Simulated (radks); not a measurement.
Coulomb parameter of the 4d shell of the rhodium ion Rh2+ in the model configuration [Kr] 4d6 5s1, as a second difference U = [E(n + 0.25) + E(n - 0.25) - 2 E(n)] / (0.25)^2 with all orbitals relaxed. "Bare": the charge of the atom changes with n. "Screened": the 5s shell takes up the change at fixed total charge, which measures U(4d,4d) + U(5s,5s) - 2 U(4d,5s). All-electron calculation, scalar-relativistic Kohn-Sham, PBE, spin-unpolarised, spherical densities, finite nucleus; Fermi nuclear charge, rms radius 4.4945 fm. Program: a radial shooting solver on a logarithmic mesh with Libxc functionals.

[
 {"case": "start", "configuration": "[Kr] 4d6 5s1", "E - E(n) (eV)": "0.000"},
 {"case": "bare +0.25", "configuration": "[Kr] 4d6.25 5s1", "E - E(n) (eV)": "-6.926"},
 {"case": "bare -0.25", "configuration": "[Kr] 4d5.75 5s1", "E - E(n) (eV)": "7.768"},
 {"case": "screened +0.25", "configuration": "[Kr] 4d6.25 5s0.75", "E - E(n) (eV)": "-1.951"},
 {"case": "screened -0.25", "configuration": "[Kr] 4d5.75 5s1.25", "E - E(n) (eV)": "2.081"}
]

U(bare) = 13.472 eV, U(screened by 5s) = 2.075 eV, against the Slater integral F0(4d,4d) = 17.685 eV with frozen orbitals.
